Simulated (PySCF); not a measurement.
C3H9NSi2, SMILES [SiH2]1[SiH2]CN=C1C. Atoms are numbered in the order given.

```xyz
15

C      2.6119    -0.5372     0.0116
C      1.1244    -0.3758    -0.0852
N      0.4435    -1.2478    -0.7166
C     -0.9943    -1.1555    -0.8509
Si    -1.8106     0.3802     0.0002
Si     0.2510     1.1395     0.7389
H      2.9282    -0.5913     1.0664
H      2.9284    -1.4505    -0.5117
H      3.1258     0.3335    -0.4280
H     -1.4338    -2.0888    -0.4576
H     -1.2372    -1.1685    -1.9278
H     -2.7716    -0.0114     1.0753
H     -2.5079     1.2676    -0.9792
H      0.4894     1.1545     2.2153
H      0.7564     2.4239     0.1631
```
Charge 0, spin multiplicity 1.

The structure is a stationary point at PBE0-D3(BJ)/def2-SVP. The structure was generated by enumeration, and PubChem lists no compound with its InChIKey, so it may never have been made. One conformer was computed; it need not be the lowest.

Computed with TDA-ωB97X/def2-SVPD in PySCF.

Vertical excitations. Gas-phase values at a fixed geometry.

Computed excitation energies, oscillator strengths and character:
| state | energy (eV) | λ (nm) | f | main pairs |
|---|---|---|---|---|
| S1 | 4.32 | 287 | 0.000 | HOMO→LUMO 88 % |
| S2 | 6.14 | 202 | 0.001 | HOMO→LUMO+4 74 %, HOMO−1→LUMO 12 % |
| S3 | 6.23 | 199 | 0.030 | HOMO→LUMO+1 85 % |
| S4 | 6.73 | 184 | 0.060 | HOMO→LUMO+2 72 % |
| S5 | 6.84 | 181 | 0.009 | HOMO−1→LUMO 80 %, HOMO→LUMO+4 14 % |
| S6 | 7.01 | 177 | 0.229 | HOMO→LUMO+3 55 %, HOMO−2→LUMO 15 %, HOMO→LUMO+2 11 % |
| S7 | 7.27 | 171 | 0.118 | HOMO−1→LUMO+1 30 %, HOMO−2→LUMO 25 %, HOMO−1→LUMO+2 15 %, HOMO→LUMO+5 7 % |
| S8 | 7.38 | 168 | 0.097 | HOMO−1→LUMO+1 43 %, HOMO−2→LUMO 21 %, HOMO→LUMO+3 14 % |
| S9 | 7.39 | 168 | 0.005 | HOMO−3→LUMO 83 % |
| S10 | 7.84 | 158 | 0.006 | HOMO−2→LUMO+1 86 % |
| T1 | 3.61 | 344 | 0 | HOMO→LUMO 82 % |
| T2 | 4.68 | 265 | 0 | HOMO−2→LUMO 72 %, HOMO−2→LUMO+4 14 % |
| T3 | 5.71 | 217 | 0 | HOMO→LUMO+1 81 % |
| T4 | 5.75 | 215 | 0 | HOMO→LUMO+4 43 %, HOMO−1→LUMO 35 %, HOMO→LUMO 11 %, HOMO−1→LUMO+4 7 % |
Triplets are in the Tamm–Dancoff approximation.
